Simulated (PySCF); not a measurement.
CHCl2, charge +1, multiplicity 1.

```xyz
4

Cl     0.0000    -1.4326     0.1569
C      0.0000     0.0000    -0.6062
Cl     0.0000     1.4326     0.1569
H      0.0000     0.0000    -1.6977
```
Charge +1, spin multiplicity 1.

Coordinates come from a r2SCAN-D4/def2-TZVP optimisation. The multiplicity is an assumed one; other spin states were not compared. The isomer is the one that the SMILES or the coordinates give; other isomers of the formula were not compared.

The numbers are results of B3LYP/pcSseg-2 run with PySCF, not measurements. Non-relativistic, no solvent.

Computed absolute GIAO shielding of each atom: isotropic value and principal components (ppm):
```json
[
 {"atom": "Cl1", "σ(iso)": "-36.0", "σ11": "-500.0", "σ22": "-229.8", "σ33": "621.8", "span": "1121.7"},
 {"atom": "C2", "σ(iso)": "-106.3", "σ11": "-214.0", "σ22": "-206.8", "σ33": "102.0", "span": "316.0"},
 {"atom": "Cl3", "σ(iso)": "-36.0", "σ11": "-500.0", "σ22": "-229.8", "σ33": "621.8", "span": "1121.7"},
 {"atom": "H4", "σ(iso)": "20.1", "σ11": "17.2", "σ22": "18.1", "σ33": "25.0", "span": "7.8"}
]
```
